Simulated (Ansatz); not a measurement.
CH₇SbSi₂, SMILES `[SiH3][SiH]1[CH2][SbH]1`, 11 atoms. Charge 0, multiplicity 1. Correlated methods include outer-core shells of Sb, which these sets cover unevenly. Sb: def2 effective core potential. All runs use 4 threads of a server CPU on a shared host. Correlated methods freeze the cores.

Give the basis size and wall time and peak host memory of each of these runs in Ansatz. RKS PBE0-D4/def2-TZVP frequencies; RKS PBE0-D4/def2-TZVP relaxation (8 steps); RKS BHLYP-D4/def2-TZVPP energy; RHF-MP2/def2-QZVPP energy; RKS PBE0-D4/def2-SVP energy; RKS ωB97M-V/def2-SVP energy; direct RPA on PBE orbitals/def2-TZVPP energy; RKS ωB97M-V/def2-QZVPP energy; RHF-CCSD(T)/def2-TZVPP energy; RHF-CCSD(T)/def2-SVP energy; RKS r2SCAN0-D4/def2-TZVPP energy; RKS PBE0-D4/def2-QZVPP energy. (Estimate.)

Computed: Other jobs shared the machine, so times are rough.

| level | job | functions | wall time | peak host memory (GiB) |
| --- | --- | --- | --- | --- |
| RKS PBE0-D4/def2-SVP | energy | 111 | 1.1 s | 0.26 |
| RKS BHLYP-D4/def2-TZVPP | energy | 263 | 2.9 s | 0.81 |
| RKS r2SCAN0-D4/def2-TZVPP | energy | 263 | 3.9 s | 0.81 |
| RKS ωB97M-V/def2-SVP | energy | 111 | 4 s | 0.39 |
| RHF-CCSD(T)/def2-SVP | energy | 111 | 4.6 s | 0.55 |
| direct RPA on PBE orbitals/def2-TZVPP | energy | 263 | 7 s | 0.72 |
| RKS PBE0-D4/def2-QZVPP | energy | 489 | 11 s | 2.1 |
| RKS ωB97M-V/def2-QZVPP | energy | 489 | 19 s | 2.5 |
| RHF-MP2/def2-QZVPP | energy | 489 | 21 s | 3.1 |
| RKS PBE0-D4/def2-TZVP | relaxation (8 steps) | 197 | 25 s | 0.61 |
| RHF-CCSD(T)/def2-TZVPP | energy | 263 | 110 s | 6.4 |
| RKS PBE0-D4/def2-TZVP | frequencies | 197 | 2.5 min | 0.61 |
